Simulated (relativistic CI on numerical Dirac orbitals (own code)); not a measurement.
## One change at a time: Ce⁴²⁺

Base calculation: Dirac-Coulomb-Breit CI, KLI orbitals optimised for each configuration, model QED, unscaled Slater integrals.

CI space (outside the closed core [Ne]): 3s2.3p4, 3s.3p5, 3s2.3p3.3d, 3p6, 3s.3p4.3d, 3p5.3d, 3s.3p3.3d2, 3s2.3p2.3d.4p, 3p5.4s, 3s.3p3.3d.4s, 3p5.4p, 3s2.3p3.4s, 3s2.3p2.3d2, 3s2.3p.3d3, 3s.3p2.3d3, 3s2.3p.3d2.4s, 3p4.3d2, 3p3.3d3, 3p3.3d2.4s, 3s2.3p2.3d.4s, 3s.3p2.3d2.4s, 3s2.3p.3d.4s2. Double excitations out of closed p, d and f shells are left out; levels of such configurations are missing from the list, as are those of other unlisted configurations, and high levels can miss mixing partners.

Variants: (1) P86 correlation estimate; (2) configuration mixing switched off; (3) QED terms removed. Shifts of the energy above 3s2.3p4 3P_2, in eV, for the lowest level and the first level of each name with at least 55 % of one term (blank where a level changes its place among those of its configuration and J or its character, or is not in the variant):

```
           Level     Base    Δ(1)    Δ(2)    Δ(3)
    3s2.3p4 3P_2    0.000   0.000   0.000   0.000
    3s2.3p4 1S_0   14.268  +0.001  +1.070  +0.003
    3s2.3p4 3P_1  106.968  +0.002  +0.662  -0.166
    3s2.3p4 1D_2  114.617  +0.003  +0.976  -0.165
    3s2.3p4 3P_0  227.102  +0.007  +2.760  -0.311
    3s.3p5 3P°_2  237.328  +0.282  +6.023  +1.236
3s2.3p3.3d 3G°_5  309.780  +0.362  -2.276  +0.032
    3s.3p5 3P°_0  349.280  +0.296  +5.483  +0.942
  3s.3p4.3d 5F_5  419.755  +0.590  +0.216  +1.807
```

At this charge energies of transitions that change n are usually good to better than 1 %, and those within a shell (Δn = 0) to a few per cent.

Ionisation energy from the two ground configurations alone: base 3273.81 eV; P86 correlation estimate 3275.73 eV. The NIST ASD value (theoretical) is 3274 eV.

LS names give the leading component of a level, which can be under half, so a name can repeat, a term be missing and a line seem to break the LS rules.
